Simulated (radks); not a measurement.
Charge is removed step by step from the 2s1/2 level of the tantalum ion Ta3+, starting from [Xe] 4f14 5d2. Calculated with a radial shooting solver on a logarithmic mesh with Libxc functionals: Dirac Kohn-Sham, PBE, spin-unpolarised, spherical densities, finite nucleus; open shells fill j = l - 1/2 first; Fermi nuclear charge, rms radius 5.3507 fm.

| removed (e) | E - E(0) (eV) | eigenvalue (eV) | E minus straight line (eV) |
|---|---|---|---|
| 0 | 0.000 | -11575.8 | 0.000 |
| 0.25 | 2900.1 | -11625.2 | -18.606 |
| 0.5 | 5812.6 | -11674.8 | -24.837 |
| 0.75 | 8737.5 | -11724.6 | -18.650 |
| 1 | 11674.9 | -11774.5 | 0.000 |

Removing the whole electron costs 11674.9 eV by Delta-SCF, against 11575.8 eV from minus the eigenvalue at the starting occupation. Slater's transition state (half an electron removed) gives 11674.8 eV. Integrating minus the eigenvalue over the occupation (Janak's theorem) gives 11674.9 eV. The mean slope of the eigenvalue, de/dn, is 199 eV per electron.
